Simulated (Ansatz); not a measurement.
Reaction (substitution at a C–C bond): `CCCCC(N)=O` + silanol → `CCCO[SiH3]` + `CC(N)=O`

Isolated molecules relaxed with PBE0-D4/def2-TZVP in Ansatz; ΔE leaves out vibrations. CCSD(T)/CBS is the MP2 limit (def2-TZVPP, def2-QZVPP) plus CCSD(T) − MP2 in def2-TZVPP, frozen cores. DFT in def2-TZVPP. B3LYP here is the variant with VWN-RPA as its local correlation; programs differ in this. Each species was taken in one conformer, which may not be the lowest.

```csv
level,ΔE (kcal/mol),difference from CCSD(T)/CBS
PBE-D4,8.7,-1.8
r2SCAN-D4,8.9,-1.6
B3LYP-D4,7.7,-2.8
B3LYP,7.3,-3.2
HF/def2-TZVPP,6.9,-3.6
CCSD/def2-TZVPP,9.9,-0.6
HF/def2-QZVPP,6.8,-3.7
SCS-MP2/def2-QZVPP,10.3,-0.2
MP2/CBS(def2),11.7,1.2
CCSD/CBS(def2),10.2,-0.3
CCSD(T)/CBS,10.5,0
```

Largest T1 diagnostic among the species: 0.014.

In def2-TZVPP, CCSD(T) changes the Hartree–Fock value by +3.2 kcal/mol (the triples alone add +0.3 kcal/mol) and MP2 by +4.5 kcal/mol.
